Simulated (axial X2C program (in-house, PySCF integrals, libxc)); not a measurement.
**Which molecule has these constants?**

Calculated with an in-house relativistic program for diatomic molecules, spin-free (one-electron X2C) or two-component (2c: spin–orbit coupling with atomic mean-field Coulomb and Gaunt terms, which also bring small scalar terms), in Dyall basis sets with cores contracted in-house; open shells are unrestricted.

A two-component PBE0 calculation in a Dyall 3-zeta basis gave Re = 3.118 Å, ωe = 112.0 cm⁻¹, De = 0.30 eV, Ω = 3/2.

Problem. Which molecule is it?
A. NaAs⁺
B. LiAs⁺
C. AsH⁺

Solution. A. The others have LiAs⁺ 2.739 Å and 232.0 cm⁻¹ (Ω = 3/2); AsH⁺ 1.533 Å and 2183.6 cm⁻¹ (Ω = 1/2).

Each entry is the lowest single determinant of a limited PBE0 search at one distance. De goes to single-determinant-based atoms at the same level (for ions the charge split of lowest energy) and is withheld (n/a) where an atom does not fit its ground term or J level. Main or longest-lived isotopes. One determinant is a doubtful description, or other states lie close, for NaAs⁺, LiAs⁺; these need not be ground states, and all values refer to the states named. With several unpaired electrons the Ω given is that of one determinant, not necessarily of the lowest component. The functionals have no current term, which raises determinants with orbital currents.
